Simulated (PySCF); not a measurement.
**Indirect couplings**

Bonds (- single, = double, # triple, : aromatic): O1=C2, C2-F3, C2-C4, C4-C5, C5-C6, C6-C7, C7-C8, C8-C9, C9-C10, C10-C11, C10-C12, C8-C13, C12-C4, C13-C4, C11-C6. C5 carries H14, H15; C6 carries H16; C7 carries H17, H18; C8 carries H19; C9 carries H20, H21; C10 carries H22; C11 carries H23, H24; C12 carries H25, H26; C13 carries H27, H28. Stereochemistry as in O=C(F)[C@]12C[C@H]3C[C@H](C[C@H](C3)C1)C2. H20 is cis to C5 on the ring; H24 is cis to C7 on the ring; H17 is cis to C9 on the ring; H21 is trans to C5 on the ring; H23 is trans to C7 on the ring; H18 is trans to C9 on the ring.

Indirect spin–spin couplings were computed at B3LYP/pcJ-1 (spin–dipole term only in couplings to heteroatoms) (PySCF 2.14.0 with density-fitted response routines) on a PBE0-D3(BJ)/def2-SVP structure, for the isolated molecule, without vibrational or relativistic corrections. Couplings are averaged over pairs made equivalent by symmetry, fast rotation or ring inversion, so a value needn't be that of the named pair in this geometry, while other rotamers aren't included; one pair stands for each set, and the list holds a selection of those of at least 1.5 Hz over up to four bonds, among pairs with at least one F or H atom (others weren't computed). One-bond C–F couplings come out tens of Hz too large with common functionals.

Isotopes: $^{13}$C, $^{19}$F, $^{1}$H, $^{17}$O. Couplings to quadrupolar nuclei such as 17O and 33S are rarely resolved in practice.

```tsv
pair	bonds	J (Hz)
C2, F3	1	?
C5, H14	1	?
C6, H16	1	138.3
C7, H17	1	133.4
C7, H18	1	133.2
O1, F3	2	?
C4, H14	2	-3.2
C5, H16	2	?
C6, H17	2	-2.7
C6, H18	2	-2.9
C7, H16	2	-3.4
H14, H15	2	-14.0
H17, H18	2	-13.9
C2, H14	3	2.0
C4, H16	3	?
C5, H17	3	7.9
C5, H18	3	?
C5, H25	3	6.3
C6, H19	3	6.4
C7, H15	3	?
C7, H21	3	2.0
H14, H16	3	3.6
H16, H17	3	3.5
H16, H18	3	3.5
H14, H17	4	2.1
H18, H20	4	?
```

Estimate the withheld couplings, with signs.

Answers


- $^{1}J$(C2,F3) = -430.7 Hz (bond length 1.347 Å)
- $^{1}J$(C5,H14) = 136.2 Hz (bond length 1.102 Å, sp3 carbon)
- $^{2}J$(O1,F3) = 63.5 Hz (angle at C2 120°)
- $^{2}J$(C5,H16) = -2.8 Hz
- $^{3}J$(C4,H16) = 6.5 Hz
- $^{3}J$(C5,H18) = 2.1 Hz
- $^{3}J$(C7,H15) = 2.0 Hz
- $^{4}J$(H18,H20) = 2.2 Hz
